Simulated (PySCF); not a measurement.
In(Me)2 (C2H6In), SMILES [CH3][In+][CH3], charge +1.

Geometry optimised at PBE0-D3(BJ)/def2-SVP. A frequency run showed that this geometry is not a minimum. The multiplicity is an assumed one; other spin states were not compared. The isomer is the one that the SMILES or the coordinates give; other isomers of the formula were not compared. The def2 effective core potentials stand for the cores of In; spin–orbit coupling is left out.

The numbers are results of PySCF with M06-2X/def2-TZVPD, not measurements.

Symmetry labels are those of the subgroup C2 that the program uses (full group D3).

Computed valence orbital energies around the gap with their symmetry:
```csv
orbital,symmetry,energy (eV)
HOMO−7,B,-26.08
HOMO−6,A,-25.83
HOMO−5,A,-17.85
HOMO−4,B,-17.85
HOMO−3,B,-17.65
HOMO−2,A,-17.65
HOMO−1,A,-17.14
HOMO,B,-14.36
LUMO,B,-5.93
LUMO+1,A,-5.93
LUMO+2,A,-5.27
LUMO+3,B,-2.93
```
